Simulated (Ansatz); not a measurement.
One geometry of the cluster Sr2S2⁻, several levels of theory.

```yaml
crystal:
  periodic: [false, false, false]
  atoms:
    - {symbol: Sr, position_ang: [-1.403641, 0.817230, 1.376960]}
    - {symbol: Sr, position_ang: [-0.180020, -1.724868, -1.235419]}
    - {symbol: S, position_ang: [1.202103, -0.141716, 0.700787]}
    - {symbol: S, position_ang: [0.381558, 1.049354, -0.842338]}
basis:
  gaussian: {orbitals: def2-TZVPD, initial_orbitals: start.molden}
total_charge: -1
magnetization: {spin_polarized: true, initial_magnetization: 1}
hamiltonian: {xc: pbe, dispersion: d4}
scf: {omitted_lower_state_checks: [starts]}
output: {forces: true, orbitals: {seedname: orbitals}}
```

The file start.molden holds the orbitals of an earlier run on this structure, at another level or in another basis.

```sh
$ ansatz run in.yaml --threads 4 --pin off --events-out ev --progress --plain --max-ram 3916MiB
```

It prints (some lines left out):

```
Functional definition: PBE
1212 factors; their error is unknown
mean field evaluation 1: about -23337.6587 eV, gradient 7.6e0 eV
mean field evaluation 2: about -23337.7536 eV, gradient 1.9e-1 eV
mean field evaluation 4: about -23337.7522 eV, gradient 2.6e-2 eV
mean field evaluation 8: about -23337.7522 eV, gradient 2.0e-5 eV
mean field -23337.75224426 eV, -857.6465760798 hartree, gradient 2.0e-5 eV, S^2 0.838089; 0 other end points of the search recorded, 0 dependent functions left out
reference -23337.75227883 eV, -857.6465773503 hartree; 27, 26 occupied and 131, 132 virtual orbitals, 1212 factors
Total energy: -23337.92753877 eV, -857.6530180343 hartree
Atom 0 at    -1.403641     0.817230     1.376960 Å, force    -0.052088     0.004610     0.031408 eV/Å
Atom 1 at    -0.180020    -1.724868    -1.235419 Å, force    -0.026276    -0.049782    -0.024628 eV/Å
Atom 2 at     1.202103    -0.141716     0.700787 Å, force     0.156847    -0.148140     0.218151 eV/Å
Atom 3 at     0.381558     1.049354    -0.842338 Å, force    -0.078483     0.193311    -0.224930 eV/Å
Dipole moment:     0.242876     0.139193    -0.021712 e Å
Checks for a lower state left out: starts
```

Hardware: 4 threads of Arm Neoverse V1 on a shared host. Wall time 6 s.

The first input with `hamiltonian: {xc: {name: wB97M-V}}`, `output: {orbitals: {seedname: orbitals}}` (abridged; 29 s):

```
Functional definition: wB97M-V
mean field -23342.12743186 eV, -857.8073612588 hartree, gradient 1.2e-5 eV, S^2 0.795394
Total energy: -23342.12745932 eV, -857.8073622679 hartree
Checks for a lower state left out: starts
```

The first input with `correlation: {method: ccsd_t}`, `scf: {omitted_lower_state_checks: [starts, cluster_reference]}`, `output: {orbitals: {seedname: orbitals}}` and without the key `hamiltonian` (abridged; 3 min):

```
Functional definition: HF
mean field -23291.71859490 eV, -855.9548706685 hartree, gradient 3.6e-6 eV, S^2 1.472932
10 core orbitals not correlated: weight in the atoms' cores, before any rotation towards them, 1.000 or more for the frozen orbitals, at most 0.000 for the correlated occupied ones
second order -18.21574155 eV of doubles, -0.00000000 eV of singles
cycle   1  -18.70373232 eV  change   -4.9e-1 eV  update   1.3e-1
cycle   2  -19.19228588 eV  change   -4.9e-1 eV  update   6.2e-2
cycle   3  -19.34747912 eV  change   -1.6e-1 eV  update   4.8e-2
cycle   4  -19.34373099 eV  change    3.7e-3 eV  update   3.1e-2
cycle   5  -19.35096393 eV  change   -7.2e-3 eV  update   1.8e-2
cycle   6  -19.37689298 eV  change   -2.6e-2 eV  update   1.2e-2
cycle   7  -19.39087985 eV  change   -1.4e-2 eV  update   7.4e-3
cycle   8  -19.39582069 eV  change   -4.9e-3 eV  update   4.0e-3
cycle   9  -19.39612398 eV  change   -3.0e-4 eV  update   1.7e-3
cycle  10  -19.39548305 eV  change    6.4e-4 eV  update   7.7e-4
cycle  11  -19.39608511 eV  change   -6.0e-4 eV  update   3.8e-4
cycle  12  -19.39615912 eV  change   -7.4e-5 eV  update   1.8e-4
cycle  13  -19.39620842 eV  change   -4.9e-5 eV  update   8.5e-5
cycle  14  -19.39616966 eV  change    3.9e-5 eV  update   4.3e-5
cycle  15  -19.39614079 eV  change    2.9e-5 eV  update   2.2e-5
perturbative correction -0.82615447 eV, -0.0303606167 hartree
Total energy: -23311.94089015 eV, -856.6980263119 hartree
Checks for a lower state left out: starts, cluster_reference
```

The first input with `hamiltonian: {xc: pbe0, dispersion: d4}`, `output: {orbitals: {seedname: orbitals}}` (abridged; 4.4 s):

```
Functional definition: PBE0
mean field -23339.06911387 eV, -857.6949701456 hartree, gradient 4.2e-5 eV, S^2 0.956258
Total energy: -23339.21741354 eV, -857.7004200578 hartree
Checks for a lower state left out: starts
```

The first input with `hamiltonian: {xc: r2scan, dispersion: d4}`, `output: {orbitals: {seedname: orbitals}}` (abridged; 13 s):

```
Functional definition: r2SCAN
mean field -23346.19998899 eV, -857.9570249726 hartree, gradient 2.2e-5 eV, S^2 1.033527
Total energy: -23346.23026646 eV, -857.9581376492 hartree
Checks for a lower state left out: starts
```

The first input with `hamiltonian: {xc: {name: B97M-V}}`, `output: {orbitals: {seedname: orbitals}}` (abridged; 17 s):

```
Functional definition: B97M-V
mean field -23342.47920207 eV, -857.8202885752 hartree, gradient 2.3e-5 eV, S^2 0.763068
Total energy: -23342.47925357 eV, -857.8202904679 hartree
Checks for a lower state left out: starts
```

Geometry: PBE0-D4/def2-TZVPD.

In the def2 sets Sr takes a core potential; there is no spin–orbit coupling. Correlated methods freeze 10 core orbitals; core or outer-core shells of Sr are correlated, in sets that lack core-valence functions. At PBE-D4/def2-TZVPD, r2SCAN-D4/def2-TZVPD, B97M-V/def2-TZVPD the highest occupied level of the charge -1 doublet lies above zero (up to 0.43 eV). The electron is either unbound and held by the finite basis, or the level is raised by self-interaction error. At CCSD(T)/def2-TZVPD T1 of the charge -1 doublet is large (up to 0.048), so the single-reference result is doubtful. At CCSD(T)/def2-TZVPD, PBE0-D4/def2-TZVPD, r2SCAN-D4/def2-TZVPD the charge -1 doublet is spin-contaminated (final ⟨S²⟩ up to 1.47, 0.75 for a pure state). Another isomer (doublet) lies 1.63 eV lower at PBE0-D4/def2-TZVPD; other spin states weren't run for this one.
